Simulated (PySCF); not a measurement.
Write Cartesian coordinates for `C[As](C)C` as optimised with PBE0-D3(BJ)/def2-SVP.

```
atom  x, y, z in Å
C1    -0.2075    1.6485    0.4409
As2   -0.1415   -0.2057    1.0897
C3     1.5430   -0.7071    0.2085
C4    -1.3540   -0.9733   -0.2542
H5    -0.0402    1.7043   -0.6457
H6     0.5620    2.2433    0.9548
H7    -1.1895    2.0844    0.6769
H8     1.5415   -0.4267   -0.8560
H9     1.6920   -1.7936    0.2946
H10    2.3832   -0.2061    0.7115
H11   -1.0772   -0.6629   -1.2735
H12   -1.3221   -2.0710   -0.1906
H13   -2.3838   -0.6479   -0.0452
```

Any rigid rotation of these coordinates is as good. Atoms count from 1 in this order. As2 (arsenic bonded to 3 C) is pyramidal (angles 97.0°, 97.0° and 97.0°, sum 291.0°, 0.99 Å off the plane of its three neighbours). All 3 As–C bonds measure 1.966 Å.

Bonds between heavy atoms (Å): C1–As2 1.966, As2–C3 1.966, As2–C4 1.966.

Method used: PBE0-D3(BJ)/def2-SVP geometry optimisation, gas phase in PySCF 2.14.0.

Point group: C3v (every atom within 0.08 Å of its image). Stationary, but not proved a minimum.
